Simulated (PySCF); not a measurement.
**Two-component Hartree-Fock for Tm²⁸⁺ (thulium, charge +28)**

Start: [Kr] 4d5; 4d3/2 filled at m_j = -3/2, -1/2, +1/2, +3/2; 4d5/2 filled at m_j = +5/2. Calculated with PySCF 2.14 in an uncontracted even-tempered set (17 s from 2.4 bohr⁻², ratio 2.8; 14 p from 3.1 bohr⁻², ratio 2.8; 9 d from 3.1 bohr⁻², ratio 2.8; 3 f from 13 bohr⁻², ratio 3): generalised Hartree-Fock with the X2C-1e Hamiltonian and a Gaussian nucleus; one run each with spin-orbit coupling (SO) switched off, then screened by Boettger's factors.

```tsv
spinor shell	electrons	ε, spin-free (eV)	ε, screened SO (eV)	weight of nominal j (screened SO)	rms radius, screened SO (bohr)
1s1/2	2	-60686.0	-60670.9	1.000	0.0227
2s1/2	2	-11199.7	-11194.5	1.000	0.0918
2p1/2	2	-10003.0	-10699.5	1.000	0.0783
2p3/2	4	-10003.0	-9711.2	1.000	0.0852
3s1/2	2	-3328.5	-3326.5	1.000	0.235
3p1/2	2	-2959.5	-3110.5	1.000	0.226
3p3/2	4	-2959.5	-2894.7	1.000	0.239
3d3/2	4	-2503.7	-2533.0	0.997	0.212
3d5/2	6	-2503.7	-2482.0	0.998	0.216
4s1/2	2	-1366.5	-1365.7	1.000	0.491
4p1/2	2	-1226.5	-1276.8	0.987	0.497
4d3/2	4	-1062.3	-1064.2	0.920	0.518
4d5/2	1	-1062.3	-1052.9	1.000	0.525
```

**Question.** Where does 4p3/2 lie, and what is the 4p spin-orbit splitting (screened SO)?

**Answer.** At -1204.0 eV, 72.806 eV above 4p1/2.

```csv
quantity,spin-free,screened SO
E (hartree),-13175.29392,-13187.68872
M_J,5/2,5/2
⟨J²⟩,8.750,8.762
⟨L²⟩,0.000,3.101
⟨S²⟩,8.750,4.677
```

Each row is a mean over spinors that exchange with the open shell spreads, by up to 21.711 eV (4p3/2).

Breit and QED terms are absent; they matter most for the inner s and p1/2 levels.

Densities and radii are taken from the X2C orbitals without a picture-change correction, which distorts them close to the nucleus.

Without spin-orbit coupling the j labels of p, d and f shells carry no meaning; the spin-free column gives the mean over the occupied spinors of each nl shell.
